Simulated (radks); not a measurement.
The numbers below are computed, except where a source is named.
Trend from La+ to Lu+: ionisation energy by Delta-SCF between NIST ground configurations, and size. Code: a radial shooting solver on a logarithmic mesh with Libxc functionals. Model: scalar-relativistic Kohn-Sham, LDA (Slater exchange, Perdew-Wang correlation), spin-polarised, spherical densities, point nucleus; open shells are filled with parallel spins first (spin-orbit coupling, left out, can overturn this in heavy ions).

La+: configuration [Xe] 5d2; IE (eV) 11.330; NIST (eV) 11.185; kind exp.; -e(HOMO) (eV) 7.734 (5d)
Ce+: configuration [Xe] 4f1 5d2; IE (eV) 9.780; NIST (eV) 10.96; kind semi-emp.; -e(HOMO) (eV) 7.820 (5d)
Pr+: configuration [Xe] 4f3 6s1; IE (eV) 11.058; NIST (eV) 10.63; kind semi-emp.; -e(HOMO) (eV) 7.919 (4f)
Nd+: configuration [Xe] 4f4 6s1; IE (eV) 11.233; NIST (eV) 10.78; kind semi-emp.; -e(HOMO) (eV) 8.727 (4f)
Pm+: configuration [Xe] 4f5 6s1; IE (eV) 11.399; NIST (eV) 10.94; kind semi-emp.; -e(HOMO) (eV) 8.898 (6s)
Sm+: configuration [Xe] 4f6 6s1; IE (eV) 11.559; NIST (eV) 11.08; kind semi-emp.; -e(HOMO) (eV) 9.020 (6s)
Eu+: configuration [Xe] 4f7 6s1; IE (eV) 11.715; NIST (eV) 11.24; kind semi-emp.; -e(HOMO) (eV) 9.139 (6s)
Gd+: configuration [Xe] 4f7 5d1 6s1; IE (eV) 12.784; NIST (eV) 12.08; kind semi-emp.; -e(HOMO) (eV) 9.211 (5d)
Tb+: configuration [Xe] 4f9 6s1; IE (eV) 11.991; NIST (eV) 11.51; kind semi-emp.; -e(HOMO) (eV) 7.499 (4f)
Dy+: configuration [Xe] 4f10 6s1; IE (eV) 12.122; NIST (eV) 11.65; kind semi-emp.; -e(HOMO) (eV) 8.134 (4f)
Ho+: configuration [Xe] 4f11 6s1; IE (eV) 12.253; NIST (eV) 11.78; kind semi-emp.; -e(HOMO) (eV) 8.690 (4f)
Er+: configuration [Xe] 4f12 6s1; IE (eV) 12.384; NIST (eV) 11.92; kind semi-emp.; -e(HOMO) (eV) 9.182 (4f)
Tm+: configuration [Xe] 4f13 6s1; IE (eV) 12.517; NIST (eV) 12.07; kind semi-emp.; -e(HOMO) (eV) 9.616 (4f)
Yb+: configuration [Xe] 4f14 6s1; IE (eV) 12.652; NIST (eV) 12.179; kind exp.; -e(HOMO) (eV) 9.864 (6s)
Lu+: configuration [Xe] 4f14 6s2; IE (eV) 14.330; NIST (eV) 14.13; kind semi-emp.; -e(HOMO) (eV) 11.288 (6s)

Reference values: NIST Atomic Spectra Database (exp. = measured, semi-emp. = semi-empirical, theory = theoretical value adopted there). Open shells are spherical and high-spin; term and fine-structure splittings are not resolved. Spin-orbit splitting is averaged out at the scalar-relativistic level.
